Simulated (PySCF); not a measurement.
In(H)(NH2)2 (H₅InN₂), SMILES [NH2][InH][NH2]. Atoms are numbered in the order given.

```xyz
8

In     0.0089     0.2853     0.0000
H     -0.0835     1.9955     0.0000
N     -0.0767    -0.8247    -1.6944
H      0.1652    -0.4127    -2.5890
H      0.1960    -1.8018    -1.6822
N     -0.0767    -0.8247     1.6944
H      0.1960    -1.8018     1.6822
H      0.1652    -0.4127     2.5890
```
Charge 0, spin multiplicity 1.

Geometry optimised at PBE0-D3(BJ)/def2-SVP. The def2 effective core potentials stand for the cores of In; spin–orbit coupling is left out. One conformer was computed; it need not be the lowest.

The numbers are results of PySCF with PBE0/def2-TZVPD, not measurements.

Mulliken values depend strongly on the basis, most of all with diffuse functions as here. ESP charges are fitted to the potential on shells at 1.4 to 2.0 van der Waals radii. Atomic charges (e):

```json
[
 {"atom": "In1", "Mulliken": "0.52", "ESP fit": "0.75"},
 {"atom": "H2", "Mulliken": "-0.07", "ESP fit": "-0.17"},
 {"atom": "N3", "Mulliken": "-0.56", "ESP fit": "-0.86"},
 {"atom": "H4", "Mulliken": "0.16", "ESP fit": "0.27"},
 {"atom": "H5", "Mulliken": "0.17", "ESP fit": "0.31"},
 {"atom": "N6", "Mulliken": "-0.56", "ESP fit": "-0.86"},
 {"atom": "H7", "Mulliken": "0.17", "ESP fit": "0.31"},
 {"atom": "H8", "Mulliken": "0.16", "ESP fit": "0.27"}
]
```
